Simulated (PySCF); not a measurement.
# A small calculation by hand: chemical shift, span and skew from a shielding tensor

hexafluoroisopropanol (C3H2F6O), SMILES OC(C(F)(F)F)C(F)(F)F. Atoms are numbered in the order given.

```xyz
12

O     -0.0683     1.8495    -0.1694
C     -0.0361     0.5077    -0.5386
C      1.2997    -0.0607    -0.0460
F      2.3071     0.5347    -0.6927
F      1.4734     0.1267     1.2612
F      1.3647    -1.3769    -0.2972
C     -1.2599    -0.2409     0.0138
F     -1.3692    -1.4635    -0.5118
F     -2.3636     0.4575    -0.3335
F     -1.2492    -0.3474     1.3416
H     -0.8914     2.2384    -0.4942
H     -0.0515     0.3495    -1.6345
```
Charge 0, spin multiplicity 1.

The structure is a stationary point at B3LYP-D3(BJ)/def2-SVP. The values are those of a single conformer.

GIAO shieldings from B3LYP/pcSseg-1 (PySCF), non-relativistic, no solvent. The symmetric part of the tensor of F4 has the principal values 166.2, 239.9, 340.0 ppm. The same nucleus in CFCl3 has σ = 161.7 ppm at this level (PySCF, at its B3LYP-D3(BJ)/def2-TZVP geometry).

Work out the isotropic shielding, the ¹⁹F shift against CFCl3, the span and the skew.


σ(iso) = (σ11 + σ22 + σ33)/3 = 248.7 ppm. δ = σ(ref) − σ(iso) = 161.7 − (248.7) = -87.0 ppm.
Span Ω = σ33 − σ11 = 173.8 ppm. Skew κ = 3(σ(iso) − σ22)/Ω = 0.15. Tumbling in solution averages the tensor to δ; in a static solid the shielding alone would spread this spin-1/2 line over Ω.
